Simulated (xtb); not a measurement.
C5H14O2Si, charge +1, doublet, at a GFN2-xTB geometry (a state made from the parent by changing its charge; the spin is typed, not shown lowest); GFN2-xTB with GBSA(acetonitrile) (xtb).

xtb was given this input:
```
$ xtb mol.xyz --gfn 2 --chrg 1 --uhf 1 --gbsa acetonitrile --json

# file mol.xyz
22

Si    -0.07034007    -0.46692107     0.40875854
C     -0.61302602    -1.95038314    -0.74377707
O     -1.00321190     0.79676918     0.12855976
C     -2.28898493     1.30687439     0.36180109
C     -3.12653104     0.46283763     1.29526504
O      1.45794344    -0.20060105     0.04953381
C      2.35617708     0.69367005    -0.53632477
C      3.44830266    -0.03606383    -1.28996880
H     -0.01774519    -0.97938541     1.77322163
H     -0.72023187    -1.57524031    -1.75604878
H     -1.55496523    -2.34817324    -0.38814646
H      0.15417414    -2.71270128    -0.70155497
H     -2.15230730     2.31711684     0.76924125
H     -2.77826170     1.41322442    -0.61508112
H     -3.29201733    -0.52752380     0.87706454
H     -4.08968189     0.93967479     1.45101689
H     -2.63094844     0.35364887     2.25806251
H      1.81687508     1.39740034    -1.18153583
H      2.80029083     1.28413498     0.27996857
H      3.02431077    -0.59883476    -2.11962525
H      4.16673149     0.67926440    -1.67821299
H      3.96505903    -0.73666629    -0.63771100
```

Output, abridged:

```
   ID    Z sym.   atoms
    1   14 Si     1
    2    6 C      2, 4, 5, 7, 8
    3    8 O      3, 6
    4    1 H      9-22

           -------------------------------------------------
          |                Calculation Setup                |
           -------------------------------------------------

           -------------------------------------------------
          |                 G F N 2 - x T B                 |
           -------------------------------------------------

      * Solvation model:               GBSA
        Solvent                        acetonitrile
        Parameter file                 internal GFN2-xTB/GBSA
        Dielectric constant                3.7500E+01
        Reference state                gsolv [1 M gas/solution]
        Free energy shift                  2.0473E-03 Eh       1.2847E+00 kcal/mol
        Temperature                        2.9815E+02 K
        Density                            7.8600E-01 kg/L
        Solvent mass                       4.1050E+01 g/mol
        Interaction kernel             Still
        Born radius scaling (c1)           1.5800E+00
        Born radii integrator          GBOBC
        Born offset                        1.3788E-02 a0       2.6056E-02 AA
        H-bond correction              true
        Ion screening                  false
        Surface tension                    1.0000E-05 Eh       1.5569E+01 dyn/cm
        Grid points                               230 per atom

          ...................................................
          :                      SETUP                      :
          :.................................................:
          :  # basis functions                  52          :
          :  # atomic orbitals                  51          :
          :  # shells                           31          :
          :  # electrons                        49          :
          :  max. iterations                   250          :
          :  Hamiltonian                  GFN2-xTB          :
          :  restarted?                      false          :
          :  GBSA solvation                   true          :
          :  PC potential                    false          :
          :  electronic temp.          300.0000000     K    :
          :  accuracy                    1.0000000          :
          :  -> integral cutoff          0.2500000E+02      :
          :  -> integral neglect         0.1000000E-07      :
[...]
         :: total energy             -27.396787071511 Eh    ::
[...]
     1  14 Si   4.138 --     3 O    1.299     6 O    1.236     9 H    0.762
                             2 C    0.667
     2   6 C    3.872 --    11 H    0.978    12 H    0.977    10 H    0.964
                             1 Si   0.667
     3   8 O    2.472 --     1 Si   1.299     4 C    0.955
     4   6 C    3.909 --     5 C    1.025     3 O    0.955    14 H    0.929
                            13 H    0.928
     5   6 C    3.984 --     4 C    1.025    16 H    0.977    15 H    0.973
                            17 H    0.970
     6   8 O    2.450 --     1 Si   1.236     7 C    0.967
     7   6 C    3.914 --     8 C    1.017     6 O    0.967    18 H    0.942
                            19 H    0.905
     8   6 C    3.981 --     7 C    1.017    21 H    0.978    22 H    0.972
                            20 H    0.965
     9   1 H    0.977 --     1 Si   0.762
    10   1 H    0.987 --     2 C    0.964
    11   1 H    0.990 --     2 C    0.978
    12   1 H    0.989 --     2 C    0.977
    13   1 H    0.986 --     4 C    0.928
    14   1 H    0.984 --     4 C    0.929
    15   1 H    0.993 --     5 C    0.973
    16   1 H    0.993 --     5 C    0.977
    17   1 H    0.992 --     5 C    0.970
    18   1 H    0.990 --     7 C    0.942
    19   1 H    0.981 --     7 C    0.905
    20   1 H    0.991 --     8 C    0.965
    21   1 H    0.994 --     8 C    0.978
    22   1 H    0.992 --     8 C    0.972
 ---------------------------------------------------------------------------

Topologies differ in total number of bonds
Writing topology from bond orders to xtbtopo.mol

molecular dipole:
                 x           y           z       tot (Debye)
 q only:       -0.386      -0.244       0.132
   full:       -0.478      -0.221       0.036       1.343
molecular quadrupole (traceless):
                xx          xy          yy          xz          yz          zz
 q only:       12.257      -0.146      -4.228      -7.081       0.804      -8.029
  q+dip:        9.839       0.103      -3.699      -4.820       1.060      -6.139
   full:       11.030       0.653      -3.653      -5.905       1.554      -7.377

           -------------------------------------------------
          | TOTAL ENERGY              -27.396787071511 Eh   |
          | GRADIENT NORM               0.005832740739 Eh/α |
          | HOMO-LUMO GAP               6.521733227537 eV   |
           -------------------------------------------------

normal termination of xtb
```
